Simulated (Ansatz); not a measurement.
Ansatz (a quantum-chemistry and plane-wave program) input (CCSD(T)/6-31G*):

Ansatz 0.2 input:
```yaml
crystal:
  periodic: [false, false, false]
  atoms:
    - {symbol: C, position_ang: [1.86876872, 0.04638959, -0.53613700]}
    - {symbol: C, position_ang: [0.61395584, -0.26613624, -0.00840916]}
    - {symbol: C, position_ang: [-0.64956127, 0.22916810, -0.25195757]}
    - {symbol: O, position_ang: [-1.73327986, -0.08215554, 0.64450391]}
    - {symbol: H, position_ang: [1.97774816, 0.77605198, -1.33489621]}
    - {symbol: H, position_ang: [2.70547359, -0.62525058, -0.37841544]}
    - {symbol: H, position_ang: [0.61342020, -1.06267994, 0.74415374]}
    - {symbol: H, position_ang: [-0.83846975, 1.10245060, -0.87304276]}
    - {symbol: H, position_ang: [-1.59091320, 0.41014369, 1.46519168]}
basis:
  gaussian:
    orbitals: 6-31G*
total_charge: -1
magnetization: {spin_polarized: false}
correlation: {method: ccsd_t, electrons: outside_noble_gas}
```

Output:

```
Functional definition: HF
integrals: 0.05 GiB planned
720 factors; integrals over basis functions are off by at most 8.5e-4 eV
mean field: 0.17 GiB planned
mean field evaluation 1: about -5201.5170 eV, gradient 2.7e1 eV
mean field evaluation 2: about -5201.5228 eV, gradient 2.7e1 eV
mean field evaluation 4: about -5203.7806 eV, gradient 3.9e0 eV
mean field evaluation 8: about -5203.8417 eV, gradient 1.4e-1 eV
mean field evaluation 16: about -5203.8307 eV, gradient 8.9e-1 eV
mean field -5203.84186817 eV, -191.2376613645 hartree, gradient 3.5e-6 eV, S^2 0.000000; 0 other end points of the search recorded, 0 dependent functions left out
4 core orbitals not correlated
reference -5203.84186817 eV, -191.2376613645 hartree; 12, 12 occupied and 54, 54 virtual orbitals, 720 factors
second order -15.54602346 eV of doubles, -0.00000000 eV of singles
coupled cluster: 0.19 GiB planned
cycle   1  -15.90979371 eV  change   -3.6e-1 eV  update   9.7e-2
cycle   2  -16.34601679 eV  change   -4.4e-1 eV  update   2.9e-2
cycle   3  -16.45427095 eV  change   -1.1e-1 eV  update   1.5e-2
cycle   4  -16.45161532 eV  change    2.7e-3 eV  update   4.5e-3
cycle   5  -16.45049498 eV  change    1.1e-3 eV  update   2.0e-3
cycle   6  -16.45014332 eV  change    3.5e-4 eV  update   7.0e-4
cycle   7  -16.44967584 eV  change    4.7e-4 eV  update   2.8e-4
cycle   8  -16.44968808 eV  change   -1.2e-5 eV  update   1.3e-4
cycle   9  -16.44975014 eV  change   -6.2e-5 eV  update   5.2e-5
cycle  10  -16.44973602 eV  change    1.4e-5 eV  update   2.2e-5
perturbative correction -0.53456992 eV, -0.0196450822 hartree
Total energy: -5220.82617411 eV, -191.8618230955 hartree
```

It need not be the lowest isomer of its formula. Whether it binds its extra electron was not tested at this geometry.
